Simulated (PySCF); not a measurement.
CH₂GaNO.

```xyz
6

Ga     0.0000     0.0000    -1.1716
H      0.0000     1.4016    -1.8442
H      0.0000    -1.4016    -1.8442
N      0.0000     0.0000     0.6589
C      0.0000     0.0000     1.8582
O      0.0000     0.0000     3.0308
```
Charge 0, spin multiplicity 1.

Coordinates come from a ωB97X-D3(BJ)/def2-SVP optimisation.

Computed with HF/pcSseg-1 run with PySCF. Non-relativistic, no solvent.

### Question
Give the absolute GIAO shielding of each atom: isotropic value and principal components (ppm). (The exact figures need the calculation; the answer reports its results.)

### Answer

```json
[
 {"atom": "Ga1", "σ(iso)": "1575.0", "σ11": "1369.1", "σ22": "1526.7", "σ33": "1829.2", "span": "460.1"},
 {"atom": "H2", "σ(iso)": "27.0", "σ11": "21.4", "σ22": "21.8", "σ33": "37.9", "span": "16.5"},
 {"atom": "H3", "σ(iso)": "27.0", "σ11": "21.4", "σ22": "21.8", "σ33": "37.9", "span": "16.5"},
 {"atom": "N4", "σ(iso)": "217.0", "σ11": "136.1", "σ22": "187.8", "σ33": "326.9", "span": "190.7"},
 {"atom": "C5", "σ(iso)": "50.3", "σ11": "-63.4", "σ22": "-58.9", "σ33": "273.2", "span": "336.5"},
 {"atom": "O6", "σ(iso)": "210.6", "σ11": "122.2", "σ22": "139.7", "σ33": "369.8", "span": "247.7"}
]
```
